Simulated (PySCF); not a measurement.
# Correlation energy of Br⁺ (bromine, charge +1)

[Ar] 3d10 4s1 4p5, high-spin 3P determinant (an excited configuration). Computed with PySCF 2.14 in x2c-TZVPPall with one added diffuse shell each of s, p, d type (7s6p5d1f, 57 functions), with the spin-free X2C one-electron Hamiltonian (Gaussian nucleus). Frozen: [Ne]; 24 electrons correlated.

```tsv
level	correlation energy (mhartree)
CCSD	-363.52
(T)	-25.57
CCSD(T)	-389.09
```

Diagnostics: T1 = 0.0092, D1 = 0.0358, largest double amplitude 0.183.

A double-excitation amplitude exceeds 0.15, a sign of near-degeneracy.

Cost of the coupled-cluster step: of the order of 50 core-seconds, for 24 correlated electrons.

Iterations:

```
CC2 = 0
CCSD nocc = (np.int64(13), np.int64(11)), nmo = (52, 52)
frozen orbitals [[0, 1, 2, 3, 4], [0, 1, 2, 3, 4]]
max_cycle = 100
direct = 0
conv_tol = 1e-08
conv_tol_normt = 1e-06
diis_space = 8
diis_start_cycle = 0
Init t2, MP2 energy = -0.327485970163617
Init E_corr(UCCSD) = -0.327485970163933
cycle = 1  E_corr(UCCSD) = -0.331708189254133  dE = -0.00422221909  norm(t1,t2) = 0.113409
cycle = 2  E_corr(UCCSD) = -0.347051696706983  dE = -0.0153435075  norm(t1,t2) = 0.0740376
cycle = 3  E_corr(UCCSD) = -0.361155731230323  dE = -0.0141040345  norm(t1,t2) = 0.0504393
cycle = 4  E_corr(UCCSD) = -0.363765488810986  dE = -0.00260975758  norm(t1,t2) = 0.0107237
cycle = 5  E_corr(UCCSD) = -0.363097293261441  dE = 0.00066819555  norm(t1,t2) = 0.00609179
cycle = 6  E_corr(UCCSD) = -0.36377383933283  dE = -0.000676546071  norm(t1,t2) = 0.002466
cycle = 7  E_corr(UCCSD) = -0.363311512071645  dE = 0.000462327261  norm(t1,t2) = 0.00151216
cycle = 8  E_corr(UCCSD) = -0.363510007829464  dE = -0.000198495758  norm(t1,t2) = 0.000870583
cycle = 9  E_corr(UCCSD) = -0.363533189837313  dE = -2.31820078e-05  norm(t1,t2) = 0.000199774
cycle = 10  E_corr(UCCSD) = -0.363519939922005  dE = 1.32499153e-05  norm(t1,t2) = 0.000107852
cycle = 11  E_corr(UCCSD) = -0.36352171473069  dE = -1.77480869e-06  norm(t1,t2) = 5.06643e-05
cycle = 12  E_corr(UCCSD) = -0.363522790776662  dE = -1.07604597e-06  norm(t1,t2) = 2.04768e-05
cycle = 13  E_corr(UCCSD) = -0.363522542825056  dE = 2.47951606e-07  norm(t1,t2) = 8.66215e-06
cycle = 14  E_corr(UCCSD) = -0.363522634664718  dE = -9.18396616e-08  norm(t1,t2) = 4.01628e-06
cycle = 15  E_corr(UCCSD) = -0.363522601094835  dE = 3.35698827e-08  norm(t1,t2) = 2.2591e-06
cycle = 16  E_corr(UCCSD) = -0.363522565681035  dE = 3.54138001e-08  norm(t1,t2) = 3.75493e-06
cycle = 17  E_corr(UCCSD) = -0.363522663462583  dE = -9.77815475e-08  norm(t1,t2) = 1.62402e-06
cycle = 18  E_corr(UCCSD) = -0.363522711001788  dE = -4.75392055e-08  norm(t1,t2) = 7.0775e-07
cycle = 19  E_corr(UCCSD) = -0.363522676072684  dE = 3.49291043e-08  norm(t1,t2) = 3.21957e-07
cycle = 20  E_corr(UCCSD) = -0.36352267747798  dE = -1.40529588e-09  norm(t1,t2) = 1.16815e-07
UCCSD converged
E(UCCSD) = -2603.860790550572  E_corr = -0.3635226774779798
UCCSD(T) correction = -0.0255721826527878
```

This basis was not built for core-valence correlation, so the inner-shell part is incomplete.
